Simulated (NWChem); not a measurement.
# AuPH₃I; SMILES [PH3]->[Au][I]

Program: NWChem. Medium grid unless said otherwise, to which SCAN and Minnesota functionals are sensitive. Geometry: optimised at PBE0/def2-SVP. def2 effective core potentials on I, Au; no spin-orbit coupling.

Question: Order these by “highest occupied level (eV)”, lowest first: PBE0/def2-TZVP; TPSSh/def2-TZVP; r2SCAN/def2-TZVP; N12/def2-TZVP; KT2/def2-TZVP.

Answer: PBE0/def2-TZVP (-6.55), TPSSh/def2-TZVP (-6.01), r2SCAN/def2-TZVP (-5.79), KT2/def2-TZVP (-5.64), N12/def2-TZVP (-5.27)
